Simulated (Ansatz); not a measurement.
Ansatz (a program for electronic structure) job for CH₂I, SMILES [CH2]I (connectivity only; charge and spin as stated), charge +1, multiplicity 1, PBE0-D3(BJ)/def2-TZVP. 

Ansatz 0.2 input:
```yaml
crystal:
  periodic: [false, false, false]
  atoms:
    - {symbol: C, position_ang: [-0.00000000, -0.00000000, -1.67738564]}
    - {symbol: I, position_ang: [0.00000000, 0.00000000, 0.27359076]}
    - {symbol: H, position_ang: [0.00000000, -0.95199030, -2.21799811]}
    - {symbol: H, position_ang: [0.00000000, 0.95199031, -2.21799811]}
basis:
  gaussian:
    orbitals: def2-TZVP
hamiltonian:
  xc: pbe0
  dispersion: d3bj
total_charge: 1
relax: {f_tol: 0.002, max_steps: 200}
```

Program output:

```
WARN ansatz: RAYON_NUM_THREADS=1 ignored (pool sized by the plan → 1); use --threads N
Functional definition: PBE0
integrals: 0.02 GiB planned
686 factors; their error is unknown
mean field: 0.24 GiB planned
mean field evaluation 1: about -9143.8710 eV, gradient 7.9e1 eV
mean field evaluation 2: about -9120.3156 eV, gradient 1.2e2 eV
mean field evaluation 4: about -9159.4249 eV, gradient 7.9e0 eV
mean field evaluation 8: about -9159.5572 eV, gradient 1.7e-1 eV
mean field evaluation 16: about -9159.8294 eV, gradient 6.9e-5 eV
mean field -9159.82943940 eV, -336.6175231427 hartree, gradient 4.2e-6 eV, S^2 0.000000; 0 other end points of the search recorded, 0 dependent functions left out
the calculation of the forces begins
reference -9159.82946275 eV, -336.6175240008 hartree; 16, 16 occupied and 77, 77 virtual orbitals, 686 factors
relax step   1: F+E_penalty+E_count = -9159.88243796 eV  Δ(F+E_penalty+E_count) = +0.000e0 eV  max|allowed force component| = 5.027e-1 eV/Å  Δτ_max = 0.0000 Å  (29 SCF iters, accepted)
these checks for a lower state are left out or cut short: starts, cluster_reference, orbital_swaps, neighbouring_geometries, increment
integrals: 0.02 GiB planned
686 factors; their error is unknown
mean field: 0.24 GiB planned
mean field -9159.83572446 eV, -336.6177541142 hartree, gradient 1.3e-5 eV, S^2 0.000000; 0 other end points of the search recorded, 0 dependent functions left out
the calculation of the forces begins
reference -9159.83574779 eV, -336.6177549715 hartree; 16, 16 occupied and 77, 77 virtual orbitals, 686 factors
relax step   2: F+E_penalty+E_count = -9159.88880643 eV  Δ(F+E_penalty+E_count) = -6.368e-3 eV  max|allowed force component| = 7.079e-2 eV/Å  Δτ_max = 0.0159 Å  (33 SCF iters, accepted)
these checks for a lower state are left out or cut short: starts, cluster_reference, orbital_swaps, neighbouring_geometries, increment
integrals: 0.02 GiB planned
686 factors; their error is unknown
mean field: 0.24 GiB planned
mean field evaluation 32: about -9159.8360 eV, gradient 3.0e-3 eV
mean field -9159.83597751 eV, -336.6177634137 hartree, gradient 1.5e-5 eV, S^2 0.000000; 0 other end points of the search recorded, 0 dependent functions left out
the calculation of the forces begins
reference -9159.83600084 eV, -336.6177642711 hartree; 16, 16 occupied and 77, 77 virtual orbitals, 686 factors
relax step   3: F+E_penalty+E_count = -9159.88905394 eV  Δ(F+E_penalty+E_count) = -2.475e-4 eV  max|allowed force component| = 1.387e-2 eV/Å  Δτ_max = 0.0033 Å  (35 SCF iters, accepted)
these checks for a lower state are left out or cut short: starts, cluster_reference, orbital_swaps, neighbouring_geometries, increment
integrals: 0.02 GiB planned
686 factors; their error is unknown
mean field: 0.23 GiB planned
mean field -9159.83598519 eV, -336.6177636958 hartree, gradient 1.5e-5 eV, S^2 0.000000; 0 other end points of the search recorded, 0 dependent functions left out
the calculation of the forces begins
reference -9159.83600852 eV, -336.6177645533 hartree; 16, 16 occupied and 77, 77 virtual orbitals, 686 factors
relax step   4: F+E_penalty+E_count = -9159.88906027 eV  Δ(F+E_penalty+E_count) = -6.333e-6 eV  max|allowed force component| = 5.362e-3 eV/Å  Δτ_max = 0.0005 Å  (35 SCF iters, accepted)
these checks for a lower state are left out or cut short: starts, cluster_reference, orbital_swaps, neighbouring_geometries, increment
integrals: 0.02 GiB planned
686 factors; their error is unknown
mean field: 0.24 GiB planned
mean field -9159.83598607 eV, -336.6177637284 hartree, gradient 1.5e-5 eV, S^2 0.000000; 0 other end points of the search recorded, 0 dependent functions left out
the calculation of the forces begins
reference -9159.83600941 eV, -336.6177645859 hartree; 16, 16 occupied and 77, 77 virtual orbitals, 686 factors
relax step   5: F+E_penalty+E_count = -9159.88906076 eV  Δ(F+E_penalty+E_count) = -4.844e-7 eV  max|allowed force component| = 1.285e-4 eV/Å  Δτ_max = 0.0001 Å  (35 SCF iters, accepted)
integrals: 0.02 GiB planned
686 factors; their error is unknown
mean field: 0.24 GiB planned
mean field evaluation 64: about -9159.5617 eV, gradient 6.1e-1 eV
mean field -9159.83598607 eV, -336.6177637284 hartree, gradient 1.5e-5 eV, S^2 0.000000; 1 other end points of the search recorded, 0 dependent functions left out
the calculation of the forces begins
reference -9159.83600941 eV, -336.6177645859 hartree; 16, 16 occupied and 77, 77 virtual orbitals, 686 factors
Total energy: -9159.88908409 eV, -336.6197150445 hartree
Atom 0 at    -0.000000     0.000000    -1.671980 Å, force     0.000000    -0.000000     0.000129 eV/Å
Atom 1 at     0.000000     0.000000     0.259784 Å, force    -0.000000     0.000000    -0.000052 eV/Å
Atom 2 at     0.000000    -0.943353    -2.213797 Å, force    -0.000000    -0.000078    -0.000038 eV/Å
Atom 3 at     0.000000     0.943353    -2.213797 Å, force    -0.000000     0.000078    -0.000038 eV/Å
Dipole moment:     0.000000    -0.000000    -0.658361 e Å
```

The calculation finished and met its thresholds.

Cost: very roughly 7 core-seconds.
